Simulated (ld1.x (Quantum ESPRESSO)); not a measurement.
**Transferability test, TM semilocal potential for gold**

- Element: Au
- Generator: ld1.x (Quantum ESPRESSO) 7.5
- Type: norm-conserving Troullier–Martins (semilocal form)
- Functional: PBEsol
- Relativity: scalar-relativistic
- Frozen core: [Kr] 4d10 4f14
- Valence charge: 19
- Reference configuration: 5s2 5p6 5d10 6s0 6p0 (charge +1)
- Partial waves: 5p (bound): rc 1.25 bohr; 5d (bound): rc 1.80 bohr; 5s (bound): rc 1.45 bohr
- Local potential: the s channel
- Core correction: Bessel-smoothed model core inside 1.14 bohr

Energies are relative to the spin-unpolarised reference configuration 5s2 5p6 5d10 6s0 6p0; without spin polarisation the order of configurations can differ from experiment.

Question: Give the all-electron excitation energy and the error of the potential for: 5s2 5p6 5d10 6s1 6p0; 5s2 5p6 5d9 6s0 6p0; 5s2 5p6 5d8 6s0 6p0; 5s2 5p5 5d10 6s1 6p0; 5s2 5p6 5d7 6s0 6p0; 5s2 5p6 5d9 6s1 6p1; 5s1 5p6 5d10 6s1 6p0.

Answer:

```tsv
valence configuration	charge	ΔE all-electron (eV)	error AE − PS (meV)
5s2 5p6 5d10 6s1 6p0	0	-9.439	+2393
5s2 5p6 5d9 6s0 6p0	+2	21.238	-1.9
5s2 5p6 5d8 6s0 6p0	+3	55.145	-6.1
5s2 5p5 5d10 6s1 6p0	+1	56.697	+3344
5s2 5p6 5d7 6s0 6p0	+4	102.886	-15
5s2 5p6 5d9 6s1 6p1	0	-1.880	+2944
5s1 5p6 5d10 6s1 6p0	+1	105.873	+3320
```

Levels in the configuration 5s2 5p5 5d10 6s1 6p0:

```
level  all-electron (eV)  pseudo (eV)
   5s           -122.090     -120.813
   5p            -72.998      -71.866
   5d            -18.604      -17.733
   6s            -14.576      -17.407
```

These tests converged, but a pseudo level misses the all-electron one widely, so the file describes the atom poorly there or has found another state: 5s2 5p6 5d10 6s1 6p0: 6s by 1.9 eV; 5s2 5p6 5d9 6s0 6p0: empty 6s by 3.7 eV; 5s2 5p6 5d8 6s0 6p0: empty 6s by 4.7 eV; 5s2 5p5 5d10 6s1 6p0: 6s by 2.8 eV; 5s2 5p6 5d7 6s0 6p0: empty 6s by 5.9 eV; 5s2 5p6 5d9 6s1 6p1: 6s by 2.4 eV; 5s1 5p6 5d10 6s1 6p0: 6s by 3.0 eV.
